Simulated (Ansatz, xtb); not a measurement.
**Relative energy of two isomers of C5H7ClN2O**

Structure a is `CC(C)c1nnc(Cl)o1`, a singlet and structure b is `COCn1cnc(Cl)c1`, a singlet. Both are isolated molecules in the gas phase, relaxed with PBE-D3(BJ)/def2-SVP, each in the lowest conformer that the search found.

Question: Estimate E(b) − E(a) at the level CCSD(T)/def2-SVP + ΔMP2/def2-TZVPP.

Answer: Not settled: CCSD(T)/def2-SVP + ΔMP2/def2-TZVPP gives E(b) − E(a) = −1.24 kcal/mol, but this leans on the basis-set step: CCSD(T) alone gives −0.87 kcal/mol.

Level by level:

```
                             level             geometry  E(b) − E(a) (kcal/mol)  departure from the last row (kcal/mol)  job, with rough time for the two
                          GFN2-xTB             GFN2-xTB                     −3.51                                   −2.27              optimisation, 0.24 s
                         HF/STO-3G             GFN2-xTB                     +9.11                                  +10.35              single point, 0.56 s
                r2SCAN-D4/def2-SVP             GFN2-xTB                     −4.67                                   −3.43               single point, 5.4 s
               PBE-D3(BJ)/def2-SVP  PBE-D3(BJ)/def2-SVP                     −3.70                                   −2.45                optimisation, 33 s
                       HF/def2-SVP  PBE-D3(BJ)/def2-SVP                     −8.76                                   −7.52           part of the CCSD(T) run
                      MP2/def2-SVP  PBE-D3(BJ)/def2-SVP                     −2.26                                   −1.02           part of the CCSD(T) run
                  CCSD(T)/def2-SVP  PBE-D3(BJ)/def2-SVP                     −0.87                                   +0.37                      single point
CCSD(T)/def2-SVP + ΔMP2/def2-TZVPP  PBE-D3(BJ)/def2-SVP                     −1.24                                                     single point, 3.4 min
```

As drawn, b has 2 C–O, 1 C–N, 2 C∷N, 1 C∷C in place of 3 C–C, 1 N∷N, 2 C∷O (∷ is an aromatic bond).

HF/STO-3G puts the two in the other order. The largest departure from CCSD(T)/def2-SVP + ΔMP2/def2-TZVPP is that of HF/STO-3G, 10.35 kcal/mol. The last row adds to CCSD(T) the change of the MP2 difference between the two basis sets, here −0.37 kcal/mol.

With thermal terms from frequencies at re-optimised GFN2-xTB minima (ideal gas, soft modes damped towards free rotors, one conformer each, 298.15 K, 1 atm): on the last row, ΔE + ΔZPE = −1.69, ΔH = −1.79, ΔG = −1.74 kcal/mol.

The correlated steps freeze 13 core orbitals. Run with Ansatz 0.2.0, xtb 6.7.1; the last row on 4 threads of Arm Neoverse V1 on a shared host.
